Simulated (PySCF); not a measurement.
Coordinates in bohr (charge -1 multiplicity 2):
```
Se   -0.6706    0.0000   -2.2093
S    -0.8431    0.0000    1.8847
S     2.5192    0.0000    3.6375
```

These are results of UPBE0 in PySCF with Se def2-SVPD, S def2-SVPD; no relativity; density-fitted integrals, not measurements.

This geometry of [SeS2]- is a stationary point at this level.

**Question.** What is the point group?

**Answer.** Cs.

**Question.** Is it a minimum?

**Answer.** Yes: all harmonic wavenumbers are real.

**Question.** List the harmonic modes with their infrared intensities.

**Answer.** 
| symmetry | ω (cm⁻¹) | IR (km/mol) |
| --- | --- | --- |
| a' | 181 | 0.4 |
| a' | 416 | 28.7 |
| a' | 562 | 128 |

Other isomers or separated fragments may lie lower. The lowest empty level of this anion is unbound, so it and the gap depend on the basis. At this level a doublet minimum of C2v symmetry lies 11 kJ/mol below this structure.
